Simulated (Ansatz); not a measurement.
Species: C9H9NSSi, SMILES `[SiH3]c1cc(S)nc2ccccc12` (N–C–S–H torsion 0°) (charge 0, multiplicity 1).

Question: Give a relaxed geometry from Ansatz (a quantum-chemistry and plane-wave program) with PBE-D3(BJ)/def2-SVP.

Answer: One answer among several that fit: the end point of this relaxation, one of several conformers (outside a Z-matrix the atoms follow the SMILES, hydrogens last).
Z-matrix (Å, degrees):
```
C
C 1 1.4229
C 2 1.3892 1 120.97
H 3 1.1002 2 119.99 1 -180.00
H 2 1.1019 3 119.69 4 0.00
C 3 1.4193 4 119.85 2 -180.00
C 6 1.3877 3 120.44 4 180.00
H 7 1.0995 6 122.07 3 180.00
H 6 1.1007 7 119.94 8 0.00
C 7 1.4247 8 117.32 6 180.00
N 10 1.3669 7 118.36 8 0.00
C 11 1.3196 10 118.35 7 -180.00
C 12 1.4337 11 123.80 10 0.00
C 13 1.3882 12 119.47 11 0.00
H 13 1.1012 14 121.17 1 180.00
S 12 1.7781 11 119.06 10 -180.00
H 16 1.3622 12 93.30 11 0.00
Si 14 1.8950 13 119.45 15 0.00
H 18 1.5023 14 107.83 13 0.00
H 18 1.5047 19 109.47 15 120.85
H 18 1.5047 19 109.47 20 118.30
```
